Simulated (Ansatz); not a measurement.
Isolated molecules relaxed with PBE0-D4/def2-TZVP in Ansatz; ΔE leaves out vibrations. CCSD(T)/CBS adds triple-zeta CCSD(T) − MP2 to the extrapolated MP2 energy (def2 sets, frozen cores). DFT in def2-TZVPP. One conformer a species, not always the lowest.

`[AlH2][CH2][SiH2][SiH3]` + `N1[SiH2]P1` → `[SiH3]N1[SiH2]P1` + `[AlH2][CH2][SiH3]`  (cleavage of the Si–Si bond)

| level | ΔE (kJ/mol) | difference from CCSD(T)/CBS |
| --- | --- | --- |
| revPBE-D4 | -44.2 | 23.4 |
| B97M-V | -57.9 | 9.7 |
| BHLYP-D4 | -80.2 | -12.6 |
| CAM-B3LYP-D4 | -75.3 | -7.7 |
| ωB97X-V | -64.7 | 2.9 |
| revPBE | -46.5 | 21.1 |
| PBE0 | -49.3 | 18.3 |
| r2SCAN0 | -60.1 | 7.5 |
| BHLYP | -83.1 | -15.5 |
| CAM-B3LYP | -76.7 | -9.1 |
| MP2/def2-SVP | -86.2 | -18.6 |
| CCSD(T)/def2-SVP | -77.2 | -9.6 |
| SCS-MP2/def2-TZVPP | -85.4 | -17.8 |
| CCSD(T)/def2-TZVPP | -69.7 | -2.1 |
| HF/CBS(def2) | -107.7 | -40.1 |
| MP2/CBS(def2) | -77.7 | -10.1 |
| CCSD(T)/CBS | -67.6 | 0 |

Largest T1 diagnostic among the species: 0.015.

Leaving LDA and LC-ωPBE aside and taking each functional with its dispersion term where it has one, the values, not all of them listed here, spread over 40.9 kJ/mol, from BHLYP-D4 to PBE-D4. LDA lies +11.0 kJ/mol from PBE without D4. From PBE to PBE0 (25 % exact exchange), in def2-TZVPP and without D4, ΔE moves by −8.4 kJ/mol. In def2-TZVPP, CCSD(T) changes the Hartree–Fock value by +35.9 kJ/mol (the triples alone add +4.9 kJ/mol) and MP2 by +25.8 kJ/mol.

CCSD(T)/CBS has its own doubt, a few kJ/mol and more with outer-core shells, so smaller differences from it don't rank the levels.
